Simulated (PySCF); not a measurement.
Substituent chemical shifts

Parent skeleton `[O:1]=[C:2]1[CH2:3][CH2:4][CH2:5][CH2:6][O:7]1`; one hydrogen on atom 6 is replaced by X. Hydrogens on one atom are averaged.

[PySCF 2.14: shielding tensors at PBE0/pcSseg-1 (GIAO); GFN2-xTB geometry; a single conformation; relativity neglected; in vacuum]

Scale: $^{17}$O (σ = 336.08 ppm) against H2O; $^{13}$C (σ = 186.93 ppm), $^{1}$H (σ = 31.72 ppm) vs TMS (reference shieldings calculated alike).

Parent (X = H): O1 467.8, C2 170.4, C3 34.1, C4 25.0, C5 27.2, C6 71.3, O7 209.4, H(C3) 2.52, H(C4) 1.74 ppm. Effects are Δδ = δ(X) − δ(H), positive for deshielding.

Four derivatives gave (Δδ, ppm):
| compound | O1 | C2 | C3 | C4 | C5 | C6 | O7 | H(C3) | H(C4) |
| --- | --- | --- | --- | --- | --- | --- | --- | --- | --- |
| 1 | +8.3 | +3.5 | -1.4 | -4.9 | +4.1 | +38.9 | +41.4 | +0.05 | +0.17 |
| 2 | -0.8 | -0.8 | -0.3 | -1.6 | +4.3 | +17.0 | +20.6 | -0.07 | -0.01 |
| 3 | -0.4 | +4.1 | -1.3 | -3.6 | +0.1 | +3.4 | -1.7 | -0.06 | +0.15 |
| 4 | +19.0 | +0.7 | -0.2 | -6.3 | +3.7 | +26.8 | +29.3 | +0.09 | +0.30 |

**Question.** Their substituents are COOH, F, OCHF2, SCH3. Which is which?

**Answer.** 1: X = F (O=C1CCC[C@@H](F)O1); 2: X = SCH3 (CS[C@@H]1CCCC(=O)O1); 3: X = COOH (O=C1CCC[C@H](C(=O)O)O1); 4: X = OCHF2 (O=C1CCC[C@@H](OC(F)F)O1).

Unscaled 17O shifts of doubly bonded oxygen tend to come out too high, by tens of ppm or more. Experimental scales use liquid or dissolved standards, which lie at an offset from isolated H2O (liquid H2O: subtract about 36 ppm).
